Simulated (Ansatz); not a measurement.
The pair A = H2 (SMILES [H][H]) (first 2 atoms), B = CH2O2 (SMILES O=CO); geometry from B3LYP-D3(BJ)/def2-TZVP.
(charge 0, multiplicity 1):
```xyz
7

H      0.01501     0.41293    -0.44022
H     -0.07755    -0.19628    -0.01959
O     -0.13701    -1.17556     2.71084
C      0.07183    -0.16922     3.32597
O      0.26794     1.04274     2.78357
H      0.13181    -0.09965     4.41960
H      0.20915     0.94883     1.81737
```

MP2 and its Hartree–Fock in aug-cc-pVQZ are density fitted.

The values were computed with Ansatz (an electronic-structure program). 

Total energies (hartree), monomers frozen at their geometry in the pair:

```tsv
structure	HF/aug-cc-pVTZ	HF/aug-cc-pVQZ	B3LYP/def2-TZVPPD
AB	-189.9777633	-189.9905254	-191.0327250
A in the pair's basis	-1.1329749	-1.1334148	-1.1800257
B in the pair's basis	-188.8444633	-188.8567850	-189.8520386
A	-1.1329611	-1.1334130	-1.1800147
B	-188.8444158	-188.8567668	-189.8520219
```

Task: Work out the interaction energy without and with the counterpoise correction, and the superposition error, for each level.

Result: 
E(AB) − E(A) − E(B), times 627.509 kcal/mol, with the monomers in their own basis and then in the pair's basis:
- HF/aug-cc-pVTZ: -0.24 uncorrected, -0.20 corrected; the monomers gain 0.04 kcal/mol from borrowed functions
- HF/aug-cc-pVQZ: -0.22 uncorrected, -0.20 corrected; the monomers gain 0.01 kcal/mol from borrowed functions
- B3LYP/def2-TZVPPD: -0.43 uncorrected, -0.41 corrected; the monomers gain 0.02 kcal/mol from borrowed functions
